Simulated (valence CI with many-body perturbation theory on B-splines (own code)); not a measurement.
**I⁺: electric-dipole lines**

Calculated by configuration interaction combined with many-body perturbation theory (CI+MBPT): six valence electrons over a frozen Dirac-Fock core [Kr] 4d10, radial functions for each j: 9 s, 9 p, 8 d, 6 f, 3 g, 1 h, with the one-electron correlation potential Σ1 (screened to all orders), the two-electron term Σ2, the three-electron term Σ3, Breit, model QED; selected single and double excitations, second order for the rest, scaled by the run's own slope (own B-spline code, finite nucleus).

Set against measurement, 22 paired levels are off by 201 cm⁻¹ on average, the worst by 434. These come from a selection out of the NIST Handbook of Basic Atomic Spectroscopic Data. Levels without a partner in it may be off by more. Among the levels kept, up to 1200 cm⁻¹ of a level comes from second order outside the variational space, and about a tenth of that is noise between levels of different J, which matters for small intervals.

Lines 1 to 50 of 117 in falling wavelength, among levels below 101987 cm⁻¹, chosen from the strongest by gf and those to the six lowest levels. Wavelengths and rates use the calculated energies, so an error of 200 cm⁻¹ moves a line at 2865 nm by 5.7 % and its rate by three times that or more. Electric multipoles are in the length gauge, E1 and E2 with the static RPA response of the core. Weak lines are less certain than strong ones. Lines between different terms over intervals too small for the method are left out, as are lines whose strength nearly cancels and 2 of this kind that miss the measured wavelength by over 7 %. The highest levels of a list are the least certain.

Names give the largest LS component (configuration and term), which can be under half, so a name can repeat, a term be missing and a line seem to break the LS rules; names also repeat where a configuration has a term twice. Letters in brackets count levels of one name in rising energy.

| λ vac (nm) | λ from measured levels | Upper | Lower | A (s⁻¹) | log gf | Branch % |
| --- | --- | --- | --- | --- | --- | --- |
| 4694 |  | 5s2 5p3 6p 5P_1 | 5s2 5p3 5d 3F°_2 | 1.24e+02 | -3.91 | 0.0 |
| 4607 |  | 5s2 5p3 6p 5P_3 | 5s2 5p3 5d 3F°_3 | 2.56e+01 | -4.24 | 0.0 |
| 4444 |  | 5s2 5p3 6p 5P_2 | 5s2 5p3 5d 3F°_2 | 5.81e+00 | -5.07 | 0.0 |
| 3138 |  | 5s2 5p3 6p 5P_1 | 5s2 5p3 5d 1P°_1 | 1.40e+02 | -4.21 | 0.0 |
| 3054 |  | 5s2 5p3 6p 5P_3 | 5s2 5p3 5d 3F°_2 | 1.02e+01 | -5.00 | 0.0 |
| 3024 |  | 5s2 5p3 6p 5P_2 | 5s2 5p3 5d 1P°_1 | 1.65e+02 | -3.95 | 0.0 |
| 2865 | 2665 | 5s2 5p3 6p 5P_3 | 5s2 5p3 6s 3D°_3 | 4.13e+02 | -3.45 | 0.0 |
| 2677 | 2536 | 5s2 5p3 6p 3P_1 | 5s2 5p3 6s 1D°_2 | 1.41e+03 | -3.34 | 0.0 |
| 2613 |  | 5s2 5p3 6p 3P_1 | 5s2 5p3 5d 1S°_0 | 2.20e+02 | -4.17 | 0.0 |
| 2342 | 2276 | 5s2 5p3 6p 5P_1 | 5s2 5p3 5d 3D°_1 [b] | 2.51e-01 | -7.21 | 0.0 |
| 2278 | 2221 | 5s2 5p3 6p 5P_2 | 5s2 5p3 5d 3D°_1 [b] | 2.82e+02 | -3.96 | 0.0 |
| 2184 |  | 5s2 5p3 6p 3P_1 | 5s2 5p3 5d 3F°_2 | 4.02e+04 | -2.06 | 0.0 |
| 1897 | 1809 | 5s2 5p3 6p 5P_1 | 5s2 5p3 6s 3D°_2 | 2.23e+02 | -4.44 | 0.0 |
| 1855 | 1774 | 5s2 5p3 6p 5P_2 | 5s2 5p3 6s 3D°_2 | 7.22e+03 | -2.73 | 0.0 |
| 1775 |  | 5s2 5p3 6p 3P_1 | 5s2 5p3 5d 1P°_1 | 5.10e+03 | -3.14 | 0.0 |
| 1590 |  | 5s2 5p3 6p 5P_2 | 5s2 5p3 5d 3D°_3 | 1.24e+05 | -1.63 | 0.1 |
| 1559 | 1490 | 5s2 5p3 6p 5P_3 | 5s2 5p3 6s 3D°_2 | 4.38e+02 | -3.95 | 0.0 |
| 1489 | 1467 | 5s2 5p3 6p 3P_1 | 5s2 5p3 5d 3D°_1 [b] | 1.04e+05 | -1.98 | 0.1 |
| 1447 |  | 5s2 5p3 6p 5P_1 | 5s2 5p3 5d 3D°_1 [a] | 3.65e+04 | -2.46 | 0.0 |
| 1423 |  | 5s2 5p3 6p 5P_2 | 5s2 5p3 5d 3D°_1 [a] | 1.97e+04 | -2.53 | 0.0 |
| 1367 |  | 5s2 5p3 6p 5P_3 | 5s2 5p3 5d 3D°_3 | 2.59e+04 | -2.29 | 0.0 |
| 1295 | 1257 | 5s2 5p3 6p 3P_1 | 5s2 5p3 6s 3D°_2 | 5.81e+03 | -3.36 | 0.0 |
| 1154 |  | 5s2 5p3 6p 5P_1 | 5s2 5p3 5d 3D°_2 | 1.30e+05 | -2.11 | 0.1 |
| 1138 |  | 5s2 5p3 6p 5P_2 | 5s2 5p3 5d 3D°_2 | 6.90e+01 | -5.17 | 0.0 |
| 1115 | 1134 | 5s2 5p3 6p 5P_1 | 5s 5p5 3P°_0 | 1.45e+05 | -2.09 | 0.1 |
| 1069 |  | 5s2 5p3 6p 3P_1 | 5s2 5p3 5d 3D°_1 [a] | 1.29e+06 | -1.18 | 1.4 |
| 1020 |  | 5s2 5p3 6p 5P_3 | 5s2 5p3 5d 3D°_2 | 6.17e+03 | -3.17 | 0.0 |
| 899.9 |  | 5s2 5p3 6p 3P_1 | 5s2 5p3 5d 3D°_2 | 1.12e+07 | -0.39 | 11.8 |
| 876.0 | 889.7 | 5s2 5p3 6p 3P_1 | 5s 5p5 3P°_0 | 8.31e+04 | -2.54 | 0.1 |
| 866.4 | 870.7 | 5s2 5p3 6p 5P_1 | 5s2 5p3 5d 5D°_1 [b] | 3.90e+06 | -0.88 | 3.6 |
| 857.5 | 862.6 | 5s2 5p3 6p 5P_2 | 5s2 5p3 5d 5D°_1 [b] | 3.08e+05 | -1.77 | 0.3 |
| 763.6 | 766.0 | 5s2 5p3 6p 5P_1 | 5s2 5p3 5d 5D°_2 | 9.59e+06 | -0.60 | 8.9 |
| 756.7 | 759.7 | 5s2 5p3 6p 5P_2 | 5s2 5p3 5d 5D°_2 | 9.25e+06 | -0.40 | 8.5 |
| 733.0 | 735.3 | 5s2 5p3 6p 5P_2 | 5s2 5p3 5d 5D°_3 | 1.83e+07 | -0.13 | 16.8 |
| 719.2 | 722.8 | 5s2 5p3 6p 5P_1 | 5s2 5p3 5d 5D°_0 | 5.65e+06 | -0.88 | 5.2 |
| 714.8 | 718.9 | 5s2 5p3 6p 3P_1 | 5s2 5p3 5d 5D°_1 [b] | 4.39e+04 | -3.00 | 0.0 |
| 705.3 | 695.6 | 5s2 5p3 6p 5P_1 | 5s2 5p3 6s 3S°_1 | 1.25e+05 | -2.55 | 0.1 |
| 702.2 | 702.4 | 5s2 5p3 6p 5P_3 | 5s2 5p3 5d 5D°_2 | 6.50e+05 | -1.47 | 0.5 |
| 699.4 | 690.4 | 5s2 5p3 6p 5P_2 | 5s2 5p3 6s 3S°_1 | 7.55e+06 | -0.56 | 6.9 |
| 694.6 | 696.1 | 5s2 5p3 6p 5P_3 | 5s2 5p3 5d 5D°_4 | 2.99e+07 | 0.18 | 22.4 |
| 681.8 | 681.4 | 5s2 5p3 6p 5P_3 | 5s2 5p3 5d 5D°_3 | 7.90e+06 | -0.41 | 5.9 |
| 667.4 | 666.8 | 5s2 5p3 6p 5P_1 | 5s2 5p3 5d 5D°_1 [a] | 1.39e+07 | -0.56 | 12.9 |
| 662.1 | 662.0 | 5s2 5p3 6p 5P_2 | 5s2 5p3 5d 5D°_1 [a] | 1.45e+05 | -2.32 | 0.1 |
| 643.3 | 646.0 | 5s2 5p3 6p 3P_1 | 5s2 5p3 5d 5D°_2 | 3.31e+05 | -2.21 | 0.3 |
| 611.5 | 615.0 | 5s2 5p3 6p 3P_1 | 5s2 5p3 5d 5D°_0 | 7.20e+05 | -1.92 | 0.8 |
| 601.4 | 595.2 | 5s2 5p3 6p 3P_1 | 5s2 5p3 6s 3S°_1 | 6.13e+07 | 0.00 | 64.6 |
| 576.4 | 577.6 | 5s2 5p3 6p 5P_1 | 5s2 5p3 6s 5S°_2 [b] | 3.79e+07 | -0.25 | 35.1 |
| 573.7 | 574.0 | 5s2 5p3 6p 3P_1 | 5s2 5p3 5d 5D°_1 [a] | 6.60e+06 | -1.01 | 7.0 |
| 572.4 | 574.1 | 5s2 5p3 6p 5P_2 | 5s2 5p3 6s 5S°_2 [b] | 1.43e+07 | -0.46 | 13.1 |
| 553.4 | 549.8 | 5s2 5p3 6p 5P_1 | 5s2 5p3 6s 5S°_2 [a] | 3.65e+07 | -0.30 | 33.8 |
